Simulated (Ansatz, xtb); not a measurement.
# Relative energy of two isomers of C4H3FOS

Structure a: `Oc1cc(F)cs1`, a singlet. Structure b: `Oc1cscc1F`, a singlet. Both are isolated molecules in the gas phase, relaxed with PBE-D3(BJ)/def2-SVP; the shapes shown needn't be the lowest conformers.

a (Å):

```xyz
10

C     1.1953    0.9761   -0.8487
C     2.2347    0.1581   -0.4536
C     1.9713   -0.4117    0.8309
C     0.7745   -0.0494    1.4085
F     2.8423   -1.2425    1.4209
O     1.1355    1.6629   -2.0114
S    -0.0877    1.0382    0.3519
H     0.3021    2.1667   -2.0570
H     3.1371   -0.0261   -1.0476
H     0.3587   -0.3528    2.3741
```

b (Å):

```xyz
10

C     1.0191    0.7246   -0.5806
C     2.3284    0.9796   -0.9444
C     2.1761   -0.2699    1.2315
C     0.9553    0.0107    0.6641
F    -0.2495   -0.3241    1.1742
O    -0.0810    1.0884   -1.2857
S     3.4463    0.3491    0.2284
H    -0.8589    0.7739   -0.7842
H     2.6844    1.5030   -1.8379
H     2.3837   -0.7981    2.1679
```

**Question.** Estimate which is lower in electronic energy at CCSD(T)/def2-SVP + ΔMP2/def2-TZVPP, and by roughly how much.

**Answer.** The CCSD(T)/def2-SVP + ΔMP2/def2-TZVPP calculation puts structure b lower, by 2.7 kcal/mol.

How the difference moves with the method:

```csv
level,geometry,E(b) − E(a) (kcal/mol),departure from the last row (kcal/mol),"job, with rough time for the two"
GFN2-xTB,GFN2-xTB,+0.6,+3.3,"optimisation, 0.1 s"
HF/STO-3G,GFN2-xTB,−0.3,+2.4,"single point, 0.32 s"
r2SCAN-D4/def2-SVP,GFN2-xTB,−1.8,+0.9,"single point, 2.3 s"
PBE-D3(BJ)/def2-SVP,PBE-D3(BJ)/def2-SVP,−1.9,+0.8,"optimisation, 12 s"
HF/def2-SVP,PBE-D3(BJ)/def2-SVP,−1.5,+1.3,part of the CCSD(T) run
MP2/def2-SVP,PBE-D3(BJ)/def2-SVP,−2.4,+0.3,part of the CCSD(T) run
CCSD(T)/def2-SVP,PBE-D3(BJ)/def2-SVP,−2.3,+0.4,single point
CCSD(T)/def2-SVP + ΔMP2/def2-TZVPP,PBE-D3(BJ)/def2-SVP,−2.7,,"single point, 32 s"
```

As drawn, both hold the same kinds of bond in the same numbers.

GFN2-xTB puts the two in the other order. HF/STO-3G finds them nearly level. The largest departure from CCSD(T)/def2-SVP + ΔMP2/def2-TZVPP is that of GFN2-xTB, 3.3 kcal/mol. The last row adds to CCSD(T) the change of the MP2 difference between the two basis sets, here −0.4 kcal/mol.

With thermal terms from frequencies at re-optimised GFN2-xTB minima (ideal gas, soft modes damped towards free rotors, one conformer each, 298.15 K, 1 atm): on the last row, ΔE + ΔZPE = −2.6, ΔH = −2.7, ΔG = −2.5 kcal/mol.

The correlated steps freeze 11 core orbitals. Codes used: Ansatz 0.2.0, xtb 6.7.1; the last row on 2 threads of Intel(R) Xeon(R) 6975P-C (Granite Rapids) on a shared host.
